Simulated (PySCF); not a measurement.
Gas-phase reaction: 4 SnH3F + H2S2 + H2 → 4 SnH4 + 2 SF2, at 800 K and a standard pressure of 1 bar. Level: PBE0/def2-QZVP†.

Energies from PySCF, thermal terms from the rigid-rotor harmonic-oscillator model, ideal gas at 1 bar. † marks an energy on the PBE0/def2-TZVP geometry and frequencies. All species are closed-shell singlets. Sn: scalar-relativistic def2 core potential, no spin-orbit coupling. No R ln 2 is added for the mirror-image form of H2S2. SnH3F: computed as isolated molecules; such fragments, hydroxides, amides, oligomers or adducts are transient or little studied in the gas. The harmonic model lacks anharmonicity and excited electronic states, which grow with temperature; levels with a mode under 35 cm⁻¹ are left out. Internal rotation in H2S2 is treated as a harmonic vibration of one conformer, which makes the entropy rough.

```tsv
species	E (Ha)	H(800 K) − E (kJ/mol)	S°(800 K) (J/mol/K)
SnH3F	-315.90966	108.2	337.1
H2S2	-797.35766	89.3	307.4
H2	-1.16903	49.7	159.2
SnH4	-216.66768	114.1	293.7
SF2	-597.62596	49.3	307.5
```
E: electronic energy; H − E holds the zero-point and thermal terms. 1 Ha = 2625.5 kJ/mol.

Problem. Work out ΔH°, ΔS°, ΔG° and log10 K from these numbers.

Solution. 1. ΔE = 4×(-216.66768) + 2×(-597.62596) − 4×(-315.90966) − 1×(-797.35766) − 1×(-1.16903) = 0.24269 Ha = 637.2 kJ.
2. Δ(H − E) = 4×(114.1) + 2×(49.3) − 4×(108.2) − 1×(89.3) − 1×(49.7) = -16.8 kJ, so ΔH° = 620.4 kJ.
3. ΔS° = 4×(293.7) + 2×(307.5) − 4×(337.1) − 1×(307.4) − 1×(159.2) = -25.2 J/K; the number of gas molecules stays the same.
4. ΔG° = ΔH° − TΔS° = 620.4 − 800×(-25.2)/1000 = 640.6 kJ.
5. log10 K = −ΔG°/(RT ln 10) = -41.81, with RT ln 10 = 15.32 kJ/mol; at standard pressures the reactants are favoured.
6. A shift of 10 kJ in ΔE would move log10 K by 0.65 here.
For scale, ΔH°(298 K) is 627 kJ at this level, 613 kJ at ωB97M-V/def2-TZVP†, and runs from 360 to 713 kJ over the 18 levels computed.
